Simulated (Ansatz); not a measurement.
Input file for Ansatz (a first-principles code): U-wB97M-V/def2-TZVPP on BH3N (SMILES B[NH]), 2S+1 = 2, atoms moved off the minimum.

Ansatz 0.2 input:
```yaml
crystal:
  periodic: [false, false, false]
  atoms:
    - {symbol: B, position_ang: [-0.68421251, 0.13262205, -0.03489142]}
    - {symbol: N, position_ang: [0.74234228, -0.15430587, -0.07650171]}
    - {symbol: H, position_ang: [-1.50723450, -0.76103043, -0.02081677]}
    - {symbol: H, position_ang: [-1.10356616, 1.19356077, 0.22538638]}
    - {symbol: H, position_ang: [1.68077493, -0.07223455, 0.11167278]}
basis:
  gaussian:
    orbitals: def2-TZVPP
hamiltonian:
  xc: {name: wB97M-V}
magnetization: {spin_polarized: true, initial_magnetization: 1}
output: {forces: true}
```

Output:

```
WARN ansatz: RAYON_NUM_THREADS=1 ignored (pool sized by the plan → 1); use --threads N
Functional definition: wB97M-V
integrals: 0.03 GiB planned
501 factors; their error is unknown
integrals: 0.06 GiB planned
139 factors; integrals over basis functions are off by at most 1.9e-5 eV
mean field: 0.41 GiB planned
mean field evaluation 1: about -2209.0665 eV, gradient 2.9e1 eV
mean field evaluation 2: about -2207.7319 eV, gradient 3.4e1 eV
mean field evaluation 4: about -2212.8566 eV, gradient 1.4e0 eV
mean field evaluation 8: about -2212.9054 eV, gradient 3.4e-2 eV
mean field evaluation 16: about -2212.9021 eV, gradient 7.1e-4 eV
mean field -2212.90212820 eV, -81.3226532524 hartree, gradient 3.6e-5 eV, S^2 0.758317; 2 other end points of the search recorded, 0 dependent functions left out
the calculation of the forces begins
reference -2212.90216912 eV, -81.3226547562 hartree; 8, 7 occupied and 96, 97 virtual orbitals, 501 factors
Total energy: -2212.90216912 eV, -81.3226547562 hartree
Atom 0 at    -0.684213     0.132622    -0.034891 Å, force     3.311832    -1.823499     0.753203 eV/Å
Atom 1 at     0.742342    -0.154306    -0.076502 Å, force    -6.280203     0.732575    -0.594251 eV/Å
Atom 2 at    -1.507235    -0.761030    -0.020817 Å, force     0.592627     0.133120    -0.394979 eV/Å
Atom 3 at    -1.103566     1.193561     0.225386 Å, force     0.195931     0.778284    -0.217141 eV/Å
Atom 4 at     1.680775    -0.072235     0.111673 Å, force     2.179813     0.179519     0.453168 eV/Å
Dipole moment:     0.229734     0.039675     0.051151 e Å
```

The run converged.

Cost: very roughly 5 core-seconds.
